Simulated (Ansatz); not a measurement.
Reactions of C₃H₅FS (`C=C(F)SC`).

Gas-phase electronic energies from Ansatz, PBE0-D4/def2-TZVP geometries. CBS: MP2 limit from def2 TZ/QZ plus the TZ coupled-cluster correction, frozen cores. This one scheme is used for every species, atoms too. Open shells (•) are unrestricted, without spin–orbit coupling. Spin–orbit coupling would lower the free atoms: a little for C, F, S. Elements past krypton have def2 core potentials. Bonds to Cd, Se are less sure, by a few kJ/mol each and by 10 to 20 or more in all where they break to atoms, as the def2 sets lack core-valence functions. Scalar relativity is left out up to krypton. Each species was taken in one conformer, which may not be the lowest.

Order these by ΔE at CCSD(T)/CBS, lowest first. (An estimate is asked.)
A. `C=C(F)SC` → 3 C• + F• + 5 H• + S•
B. `C=C(F)SC` + `C=N` → `C=NC(=C)F` + CH₃SH
C. `C=C(F)SC` → `[CH2]` (triplet) + `C=C(F)S`
D. `C=C(F)SC` + BH₃ → `BC(=C)SC` + H–F
E. `C=C(F)SC` + `OC[SeH]` → `C[Se]CO` + `C=C(F)S`
F. `C=C(F)SC` + `[F][Cd][SH]` → `C[S][Cd][F]` + `C=C(F)S`

D (-26.0 kcal/mol), B (-3.9 kcal/mol), E (-0.6 kcal/mol), F (+7.2 kcal/mol), C (+105.3 kcal/mol), A (+925.5 kcal/mol).

Largest T1 diagnostic: 0.016, for `[F][Cd][SH]`.
